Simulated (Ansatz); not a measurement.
Reaction (redistribution): `[CH3][AlH][C]#N` + `O=C=N[SiH3]` → `[CH3][AlH][N]=C=O` + `N#C[SiH3]`

Calculated with Ansatz (gas phase, PBE0-D4/def2-TZVP geometries, no zero-point term in ΔE). CCSD(T)/CBS adds triple-zeta CCSD(T) − MP2 to the extrapolated MP2 energy (def2 sets, frozen cores). This one scheme is used for every species. Functionals use def2-TZVPP. B3LYP here is the variant with VWN-RPA as its local correlation; programs differ in this. Each species was taken in one conformer, which may not be the lowest.

`[CH3][AlH][C]#N`:

```xyz
8

C     0.974   -0.090   -0.843
Al   -0.563    0.559    0.136
C    -1.276   -0.548    1.567
N    -1.688   -1.216    2.414
H     0.737   -0.195   -1.907
H     1.803    0.623   -0.781
H     1.327   -1.056   -0.477
H    -1.314    1.923   -0.109
```

`O=C=N[SiH3]`:

Cartesian coordinates in Å:
```
O 2.759 -0.834 -0.930
C 1.698 -0.514 -0.572
N 0.613 -0.187 -0.207
Si -0.940 0.284 0.317
H -1.901 0.084 -0.792
H -0.903 1.714 0.704
H -1.327 -0.548 1.480
```

`[CH3][AlH][N]=C=O`:

```xyz
9

C    -0.776   -1.464   -0.297
Al   -0.464    0.431   -0.560
N     0.806    1.209    0.409
C     1.657    1.750    1.050
O     2.488    2.276    1.678
H    -1.643   -1.827   -0.853
H     0.095   -2.045   -0.618
H    -0.928   -1.694    0.762
H    -1.235    1.364   -1.572
```

`N#C[SiH3]`:

```xyz
6

N    -1.445   -1.863    0.519
C    -0.755   -0.975    0.271
Si    0.351    0.452   -0.126
H     1.119    0.773    1.097
H    -0.512    1.582   -0.533
H     1.242    0.031   -1.228
```

```json
{"level": "B3LYP-D4", "ΔE (kJ/mol)": "-29.0", "difference from CCSD(T)/CBS": "-0.4"}
{"level": "BHLYP-D4", "ΔE (kJ/mol)": "-27.1", "difference from CCSD(T)/CBS": "1.5"}
{"level": "CAM-B3LYP-D4", "ΔE (kJ/mol)": "-27.9", "difference from CCSD(T)/CBS": "0.7"}
{"level": "ωB97X-V", "ΔE (kJ/mol)": "-27.6", "difference from CCSD(T)/CBS": "1.0"}
{"level": "ωB97M-V", "ΔE (kJ/mol)": "-27.8", "difference from CCSD(T)/CBS": "0.8"}
{"level": "B2PLYP", "ΔE (kJ/mol)": "-29.0", "difference from CCSD(T)/CBS": "-0.4"}
{"level": "PBE-QIDH", "ΔE (kJ/mol)": "-28.5", "difference from CCSD(T)/CBS": "0.1"}
{"level": "r2SCANh", "ΔE (kJ/mol)": "-30.2", "difference from CCSD(T)/CBS": "-1.6"}
{"level": "CAM-B3LYP", "ΔE (kJ/mol)": "-27.8", "difference from CCSD(T)/CBS": "0.8"}
{"level": "LC-ωPBE", "ΔE (kJ/mol)": "-27.2", "difference from CCSD(T)/CBS": "1.4"}
{"level": "MP2/def2-SVP", "ΔE (kJ/mol)": "-33.8", "difference from CCSD(T)/CBS": "-5.2"}
{"level": "CCSD/def2-SVP", "ΔE (kJ/mol)": "-34.0", "difference from CCSD(T)/CBS": "-5.4"}
{"level": "HF/def2-TZVPP", "ΔE (kJ/mol)": "-24.0", "difference from CCSD(T)/CBS": "4.6"}
{"level": "MP2/def2-QZVPP", "ΔE (kJ/mol)": "-28.3", "difference from CCSD(T)/CBS": "0.3"}
{"level": "SCS-MP2/def2-QZVPP", "ΔE (kJ/mol)": "-27.4", "difference from CCSD(T)/CBS": "1.2"}
{"level": "CCSD/CBS(def2)", "ΔE (kJ/mol)": "-27.8", "difference from CCSD(T)/CBS": "0.8"}
{"level": "CCSD(T)/CBS", "ΔE (kJ/mol)": "-28.6", "difference from CCSD(T)/CBS": "0"}
```

Largest T1 diagnostic among the species: 0.016.

In def2-TZVPP, CCSD(T) changes the Hartree–Fock value by −5.7 kJ/mol (the triples alone add −0.8 kJ/mol) and MP2 by −5.1 kJ/mol. Leaving LDA and LC-ωPBE aside and taking each functional with its dispersion term where it has one, the values, not all of them listed here, spread over 4.2 kJ/mol, from PBE-D4 to BHLYP-D4.
